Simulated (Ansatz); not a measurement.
Reaction (formal exchange of groups at a B–N bond): `CB(C)N[SiH3]` + `[ZnH2]` → `C[B](C)[ZnH]` + `N[SiH3]`

Isolated molecules relaxed with PBE0-D4/def2-TZVP in Ansatz; ΔE leaves out vibrations. CCSD(T)/CBS adds triple-zeta CCSD(T) − MP2 to the extrapolated MP2 energy (def2 sets, frozen cores). This one scheme is used for every species. DFT in def2-TZVPP. B3LYP here is the variant with VWN-RPA as its local correlation; programs differ in this. For Zn outer-core shells are correlated without core-valence functions, which leaves a few kJ/mol of doubt a bond. Scalar relativity is left out up to krypton. One conformer a species, not always the lowest.

`CB(C)N[SiH3]`:

```xyz
15

C    -0.738    1.442   -1.391
B    -0.094    0.464   -0.336
C     1.201    0.897    0.454
N    -0.682   -0.799   -0.092
Si   -0.136   -2.028    1.011
H    -0.875    2.444   -0.971
H    -1.700    1.108   -1.788
H    -0.057    1.571   -2.241
H     1.940    1.348   -0.215
H     1.700    0.099    1.011
H     0.938    1.678    1.177
H    -1.521   -1.015   -0.612
H    -1.097   -3.157    0.918
H     1.223   -2.518    0.664
H    -0.103   -1.534    2.413
```

`[ZnH2]`:

Z-matrix (Å, degrees):
```
Zn
H 1 1.544
H 1 1.544 2 180.0
```

`C[B](C)[ZnH]`:

Cartesian coordinates in Å:
```
C -1.390 0.530 -0.125
B 0.080 0.064 0.150
C 0.539 -1.341 -0.369
Zn 1.462 1.371 1.043
H -1.808 1.218 0.615
H -1.332 1.119 -1.056
H -2.102 -0.282 -0.311
H 1.027 -1.146 -1.338
H -0.274 -2.048 -0.562
H 1.308 -1.829 0.235
H 2.490 2.343 1.717
```

`N[SiH3]`:

Cartesian coordinates in Å:
```
N -0.341 1.008 0.069
Si 0.115 -0.642 -0.098
H 0.145 1.715 -0.459
H -0.608 1.362 0.974
H 0.184 -0.951 -1.549
H 1.431 -1.020 0.501
H -0.926 -1.472 0.562
```

| level | ΔE (eV) |
| --- | --- |
| B3LYP-D4 | 1.70 |
| r2SCANh-D4 | 1.70 |
| revPBE | 1.48 |
| r2SCAN | 1.67 |
| HF/def2-SVP | 1.83 |
| CCSD/def2-SVP | 1.80 |
| CCSD/def2-TZVPP | 1.72 |
| HF/def2-QZVPP | 1.77 |

(1) What does CCSD(T)/CBS give? (An estimate is asked.)

(2) What do rigid-rotor, harmonic-oscillator terms from PBE0-D4/def2-TZVP frequencies (298.15 K, 1 bar) make of the CCSD(T)/CBS value? (Best estimate.)

Largest T1 diagnostic among the species: 0.016.

Results:

(1) The calculation gave: +1.67 eV. The listed levels differ from it by 0.03, 0.03, -0.19, 0.00, 0.16, 0.13, 0.05, 0.10 eV.

(2) The calculation gave: ΔZPE = +0.02 eV, ΔH = +1.70 eV, ΔS = 50 J/(mol·K), ΔG = +1.54 eV. Modes under 50 cm⁻¹ make the entropy rough.

In def2-TZVPP, CCSD(T) changes the Hartree–Fock value by −0.05 eV (the triples alone add +0.00 eV) and MP2 by −0.03 eV. The D4 term adds +0.09 eV with B3LYP and +0.05 eV with PBE0; it sums over pairs of atoms, weighted by their polarisabilities, and B3LYP, whose exchange is more repulsive, gets the larger term.
